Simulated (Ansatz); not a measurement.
The same atomization along the group Si, Ge, Sn.

Isolated molecules relaxed with PBE0-D4/def2-TZVP in Ansatz; ΔE leaves out vibrations. CCSD(T)/CBS adds triple-zeta CCSD(T) − MP2 to the extrapolated MP2 energy (def2 sets, frozen cores). This one scheme is used for every species, atoms too. DFT in def2-TZVPP. No spin–orbit coupling; open shells (•) take unrestricted orbitals. Spin–orbit coupling would lower the free atoms: a little for F, S, Si; clearly for Ge; strongly for Sn. Elements past krypton have def2 core potentials. For Ge, Sn outer-core shells are correlated without core-valence functions, so the limit isn't a true one: a few kJ/mol of doubt a bond, and 10 to 20 or more in all where bonds break to atoms. Scalar relativity is left out up to krypton. One conformer a species, not always the lowest.

| reaction | CCSD(T)/CBS(def2) (kJ/mol) |
| --- | --- |
| `F[Si](S)(S)S` → F• + Si• + 3 H• + 3 S• | 2668 |
| `[F][Ge]([SH])([SH])[SH]` → F• + Ge• + 3 H• + 3 S• | ? |
| `[F][Sn]([SH])([SH])[SH]` → F• + Sn• + 3 H• + 3 S• | 2351 |

Problem. Fill in the missing values. (Best estimate.)

Solution. The calculation gave: `[F][Ge]([SH])([SH])[SH]` → F• + Ge• + 3 H• + 3 S•: +2444.2 kJ/mol.

Largest T1 diagnostic: 0.013, for `[F][Sn]([SH])([SH])[SH]`.

For atomizations the MP2-based limit and the directly extrapolated one differ by several kJ/mol either way, and by 10 to 25 for some Ge, Se and Sn compounds, so smaller differences from it don't rank the levels.
